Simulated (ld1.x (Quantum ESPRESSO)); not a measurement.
## Before and after: TM potential for Hg (Z = 80)

| Quantity | Value |
| --- | --- |
| Element | Hg (Z = 80) |
| Generator | ld1.x (Quantum ESPRESSO) 7.5 |
| Type | norm-conserving Troullier–Martins (Kleinman–Bylander form) |
| Functional | PBE |
| Relativity | scalar-relativistic |
| Frozen core | [Kr] 4d10 4f14 5s2 |
| Valence charge | 18 |
| Reference configuration | 5p6 5d10 6s2 6p0 |
| Partial waves | 6s (bound): rc 1.75 bohr; 5d (bound): rc 1.70 bohr; 5p (bound): rc 1.40 bohr |
| Local potential | the p channel |
| Core correction | Bessel-smoothed model core, default radius (core density twice the valence density) |

All-electron outer shells of the reference configuration (PBE, scalar-relativistic, ld1.x):

```json
{"shell": "5s", "level (eV)": "-118.18", "outermost node (bohr)": "0.47", "outermost maximum (bohr)": "0.82"}
{"shell": "4f", "level (eV)": "-95.89", "outermost node (bohr)": "–", "outermost maximum (bohr)": "0.37"}
{"shell": "5p", "level (eV)": "-66.52", "outermost node (bohr)": "0.51", "outermost maximum (bohr)": "0.93"}
{"shell": "5d", "level (eV)": "-9.86", "outermost node (bohr)": "0.55", "outermost maximum (bohr)": "1.17"}
{"shell": "6s", "level (eV)": "-6.82", "outermost node (bohr)": "1.08", "outermost maximum (bohr)": "2.21"}
{"shell": "6p", "level (eV)": "-1.05", "outermost node (bohr)": "1.28", "outermost maximum (bohr)": "3.34"}
```

Change: functional LDA (PZ).

Cutoffs: the cutoffs (Ry, on a coarse ladder) from which the occupation-weighted sum of valence levels, in a spherical-Bessel basis at the reference potential, stays within 10 and 1 mRy of its value at 400 Ry; they do not see the model core or the augmentation charge, which bear on the density cutoff. Errors are all-electron minus pseudo energies relative to the spin-unpolarised reference configuration.

Q: How do hardness, ghosts and transferability respond?

A: The potential gets neither clearly harder nor softer (70 Ry and 120 Ry → 70 Ry and 120 Ry); both files keep a bound ghost (s); the number of tests with a reliable result goes from 7 to 9; of the 7 tests that both files solve, the error grows in 0 and shrinks in 3 by more than 15 % and 0.3 meV (median size 18.9 → 13.5 meV).

| quantity | base | changed |
| --- | --- | --- |
| cutoff, loose | 70 Ry | 70 Ry |
| cutoff, tight | 120 Ry | 120 Ry |
| bound ghosts | s | s |
| error for 5p6 5d10 6s1 6p0, meV [ΔE 10.69 → 11.05 eV] | -9.7 | -8.4 |
| error for 5p6 5d10 6s0 6p0, meV [ΔE 29.66 → 30.44 eV] | -36 | -30 |
| error for 5p6 5d9 6s0 6p0, meV [ΔE 65.19 → 66.26 eV] | -19 | -13 |
| error for 5p6 5d9 6s2 6p0, meV [ΔE 15.52 → 15.73 eV] | -35 | -34 |
| error for 5p6 5d8 6s0 6p0, meV [ΔE 114.95 → 116.29 eV] | -9.8 | -4.5 |
| error for 5p5 5d10 6s2 6p0, meV [ΔE 73.27 → 73.53 eV] | -242 | -239 |
| error for 5p6 5d10 6s1.5 6p0, meV [ΔE 4.36 → 4.53 eV] | -2.9 | -2.7 |
| s: phases at 1.89 bohr within 0.05 rad from the reference energy up to (Ry; the scan ends near 5) | to the end of the scan | to the end of the scan |
| p: phases at 1.89 bohr within 0.05 rad from the reference energy up to (Ry; the scan ends near 5) | 0.7 | 0.7 |
| d: phases at 1.89 bohr within 0.05 rad from the reference energy up to (Ry; the scan ends near 5) | to the end of the scan | to the end of the scan |

 A true bound ghost makes a file unfit for plane-wave use even where its test errors are small: the radial tests pick states by their node count and pass the ghost by.
